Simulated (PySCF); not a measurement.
BH4O3, SMILES OB(O)[OH2+], charge +1.

Geometry: PBE0-D3(BJ)/def2-SVP. The isomer is the one that the SMILES or the coordinates give; other isomers of the formula were not compared. The values are those of a single conformer.

Calculation: PySCF with TDA-B3LYP/def2-SVPD.

Vertical excitations. The molecule is in vacuum.

Computed excitation energies, oscillator strengths and character:
| state | energy (eV) | λ (nm) | f | main pairs |
|---|---|---|---|---|
| S1 | 7.92 | 156 | 0.001 | HOMO→LUMO 99 % |
| S2 | 8.88 | 140 | 0.016 | HOMO−1→LUMO 98 % |
| S3 | 9.30 | 133 | 0.008 | HOMO−2→LUMO 93 % |
| S4 | 9.60 | 129 | 0.072 | HOMO−3→LUMO 97 % |
| S5 | 9.72 | 128 | 0.004 | HOMO→LUMO+1 85 % |
| S6 | 9.98 | 124 | 0.011 | HOMO→LUMO+3 51 %, HOMO→LUMO+2 35 % |
| S7 | 10.23 | 121 | 0.025 | HOMO−1→LUMO+2 51 %, HOMO−1→LUMO+1 12 %, HOMO→LUMO+4 11 %, HOMO→LUMO+2 11 % |
| S8 | 10.36 | 120 | 0.017 | HOMO→LUMO+4 47 %, HOMO−1→LUMO+2 24 %, HOMO→LUMO+2 12 %, HOMO−1→LUMO+3 11 % |
| S9 | 10.41 | 119 | 0.045 | HOMO→LUMO+4 31 %, HOMO→LUMO+3 21 %, HOMO−1→LUMO+1 14 %, HOMO→LUMO+2 12 % |
| S10 | 10.80 | 115 | 0.093 | HOMO−1→LUMO+1 46 %, HOMO−3→LUMO+2 19 %, HOMO−3→LUMO+1 9 %, HOMO→LUMO+2 9 % |
| T1 | 7.81 | 159 | 0 | HOMO→LUMO 97 % |
| T2 | 8.55 | 145 | 0 | HOMO→LUMO+2 76 %, HOMO→LUMO+3 17 % |
| T3 | 8.71 | 142 | 0 | HOMO−1→LUMO 93 % |
| T4 | 9.00 | 138 | 0 | HOMO−2→LUMO 86 % |
Triplets are in the Tamm–Dancoff approximation.
